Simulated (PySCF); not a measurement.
Isomers of C8H10NP, from PBE0-D3(BJ)/def2-SVP geometry optimisation, gas phase (PySCF). One conformer each, no zero-point energy, no frequencies.

Task: Which is lowest in electronic energy at this level?
A. `[CH2:1]=[P:2]1([c:3]2[cH:4][cH:5][n:6][cH:7][cH:8]2)[CH2:9][CH2:10]1` with C1–P2–C3–C4 -88°: A = 2541, B = 717.7, C = 704.9 MHz, dipole 2.14 D
B. `[CH2:1]=[C:2]([CH3:3])[PH:4][c:5]1[cH:6][cH:7][n:8][cH:9][cH:10]1` with C1–C2–P4–C5 123°, C2–P4–C5–C6 132°: A = 2395, B = 698.7, C = 645.7 MHz, dipole 2.40 D
C. `[NH2:1][P:2]1[CH2:3][c:4]2[cH:5][cH:6][cH:7][cH:8][c:9]2[CH2:10]1` with H–N1–P2–C3 100° and -34°, N1–P2–C3–C4 70°, P2–C3–C4–C5 -158°, C8–C9–C10–P2 158°, N1–P2–C10–C9 -75°: A = 2505, B = 855.7, C = 748.9 MHz, dipole 1.36 D

Result: C. That is `c1cc2CP(Cc2cc1)N`, 38.3 kcal/mol below the next.

```
           SMILES                                                         mapped SMILES      E (Eh)  relative (kcal/mol)  relative (kJ/mol)  dipole (D)
   NP1Cc2ccccc2C1     [NH2:1][P:2]1[CH2:3][c:4]2[cH:5][cH:6][cH:7][cH:8][c:9]2[CH2:10]1  -706.09034                  0.0                0.0        1.36
  C=C(C)Pc1ccncc1     [CH2:1]=[C:2]([CH3:3])[PH:4][c:5]1[cH:6][cH:7][n:8][cH:9][cH:10]1  -706.02938                 38.3              160.0        2.40
C=P1(c2ccncc2)CC1  [CH2:1]=[P:2]1([c:3]2[cH:4][cH:5][n:6][cH:7][cH:8]2)[CH2:9][CH2:10]1  -705.95698                 83.7              350.1        2.14
```

As drawn, the lowest has an N–H bond, which the highest lacks; the highest has a three-membered ring, which the lowest lacks.
